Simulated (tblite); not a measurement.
Compound: C2H9FSSi2.
Numbering: `[CH3:1][Si@@H:2]([CH2:3][F:4])[S:5][SiH3:6]` (hydrogens: H7, H8, H9 on C1; H10 on Si2; H11, H12 on C3; H13, H14, H15 on Si6)

The geometry is computed with GFN2-xTB (gas phase).

What internal coordinates does the optimisation give?

| bond | length (bohr) |
| --- | --- |
| C1–Si2 | 3.573 |
| Si2–C3 | 3.632 |
| C3–F4 | 2.615 |
| Si2–S5 | 4.056 |
| S5–Si6 | 4.085 |
| C1–H7, C1–H8, C1–H9 | 2.051 |
| Si2–H10 | 2.765 |
| C3–H11 | 2.065 |
| C3–H12 | 2.063 |
| Si6–H13, Si6–H14, Si6–H15 | 2.748 |

Bonds in one row agree within 0.02 bohr and their mean is given. A selection of angles:
| angle | degrees |
| --- | --- |
| Si2–C1–H7 | 111.5 |
| Si2–C1–H8 | 110.2 |
| H7–C1–H8 | 107.4 |
| C1–Si2–C3 | 109.5 |
| C1–Si2–S5 | 107.3 |
| C1–Si2–H10 | 113.8 |
| C3–Si2–S5 | 109.6 |
| C3–Si2–H10 | 107.2 |
| S5–Si2–H10 | 109.5 |
| Si2–C3–F4 | 109.7 |
| Si2–C3–H11 | 113.0 |
| Si2–C3–H12 | 112.6 |
| F4–C3–H11 | 106.2 |
| F4–C3–H12 | 106.3 |
| H11–C3–H12 | 108.6 |
| Si2–S5–Si6 | 104.6 |
| S5–Si6–H13 | 101.5 |
| S5–Si6–H14 | 107.7 |
| H13–Si6–H14 | 113.5 |
| H13–Si6–H15 | 112.3 |

Dihedral angles: C1–Si2–C3–F4 -172° (antiperiplanar); C1–Si2–S5–Si6 -166° (antiperiplanar).

The 2 C–Si bonds span 1.891 Å (C1–Si2, drawn single) to 1.922 Å (Si2–C3, drawn single), a spread of 0.031 Å. Of the pairs four or more bonds apart, F4···Si6 is among the closest relative to their van der Waals radii: 3.25 Å, 91 % of the sum of Bondi's values. Si6 (SiH3 silicon) is distorted tetrahedral (angles from 101.5° to 113.5°). Si2 (SiH silicon) is distorted tetrahedral (angles from 107.2° to 113.8°).

Point group: C1 (no symmetry element, even within 0.4 Å). Its GFN2-xTB frequencies are all real (lowest 38 cm⁻¹). The numbers are those of one conformer. 3 starts were optimised and ended at 0.00, 0.52 and 0.61 kcal/mol (GFN2-xTB); the lowest of these is shown.
